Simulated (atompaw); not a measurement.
Reading a pseudo-wave (Mo (Z = 42))

Columns: radius, all-electron u(r) and pseudo u(r) of the 5p shell (level -1.01 eV) of molybdenum in the configuration [Kr] 4d5 5s1 5p0; PBEsol, scalar-relativistic, PAW (atompaw) scheme, atompaw 4.2.0.5.

```csv
r (bohr),all-electron,pseudo
0.115,-0.0490,0.0006
0.231,0.0745,0.0026
0.346,0.0996,0.0059
0.462,0.0369,0.0105
0.577,-0.0478,0.0166
0.692,-0.1180,0.0242
0.808,-0.1613,0.0334
0.923,-0.1763,0.0441
1.038,-0.1684,0.0565
1.154,-0.1434,0.0706
1.269,-0.1072,0.0863
1.385,-0.0640,0.1038
1.500,-0.0180,0.1226
1.615,0.0288,0.1428
1.731,0.0752,0.1644
1.846,0.1191,0.1869
1.962,0.1609,0.2103
2.077,0.1994,0.2339
2.192,0.2348,0.2577
2.308,0.2673,0.2815
2.423,0.2965,0.3046
2.538,0.3228,0.3269
2.654,0.3464,0.3481
2.769,0.3672,0.3677
2.885,0.3856,0.3856
3.000,0.4014,0.4014
```

Task: How many radial nodes do the two functions have?

Result: The all-electron 5p function has n − l − 1 = 3; the pseudo-wave has 0, since the states of the same l below it are removed with the core.

Task: Is the pseudo-wave norm-conserving?

Result: No, it belongs to a PAW set: the norm inside the radius is not constrained, and the difference is carried by the augmentation charge.
